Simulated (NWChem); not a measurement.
# H3O cation; SMILES [OH3+]

```xyz
4

O      0.0000     0.0000     0.0788
H      0.6693     0.6693    -0.2074
H      0.2450    -0.9143    -0.2074
H     -0.9143     0.2450    -0.2074
```
Atoms are numbered in this order, from 1.

Level: B3LYP/6-31G* (spherical d) (NWChem), optimised geometry, unscaled harmonic frequencies. B3LYP is NWChem's, with the RPA form of VWN correlation.

```tsv
frequency (cm⁻¹)	IR intensity (km/mol)
899	528.7
1710	118.3
1710	118.3
3505	51.6
3597	496.2
3597	496.2
```

```json
{
  "zero_point_energy": "21.5 kcal/mol",
  "thermal correction to the enthalpy at 298.15 K (with zero-point energy)": "23.9 kcal/mol",
  "heat capacity Cv": "6.5 cal/(mol K)",
  "entropy at 298.15 K and 1 atm (symmetry number 3)": "46.2 cal/(mol K)"
}
```

Rigid rotor and harmonic oscillator.
